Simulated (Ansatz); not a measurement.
```yaml
crystal:
  periodic: [false, false, false]
  atoms:
    - {symbol: Cu, position_ang: [-0.976852, 0.477517, 0.150320]}
    - {symbol: Se, position_ang: [-0.096682, -2.078597, -1.916188]}
    - {symbol: Se, position_ang: [-0.110490, 1.976462, 1.764472]}
    - {symbol: Se, position_ang: [1.190369, -0.577737, -0.188644]}
    - {symbol: Se, position_ang: [-2.028053, -0.936710, -1.430383]}
    - {symbol: Se, position_ang: [2.021708, 1.139064, 1.620413]}
basis:
  gaussian: {orbitals: def2-TZVP, initial_orbitals: start.molden}
magnetization: {spin_polarized: true, initial_magnetization: 3}
hamiltonian: {xc: pbe0, dispersion: d4}
scf: {omitted_lower_state_checks: [starts]}
output: {orbitals: {seedname: orbitals}}
```

The file start.molden holds the orbitals of an earlier run on this structure, at another level or in another basis.

```sh
$ ansatz run in.yaml --threads 4 --pin off --events-out ev --progress --plain --max-ram 4787MiB
```

(1) Does this run fit into the memory that it is given?

Answers

(1) No. It has 285 basis functions, and Ansatz plans for 6 GiB where 5 GiB are given.
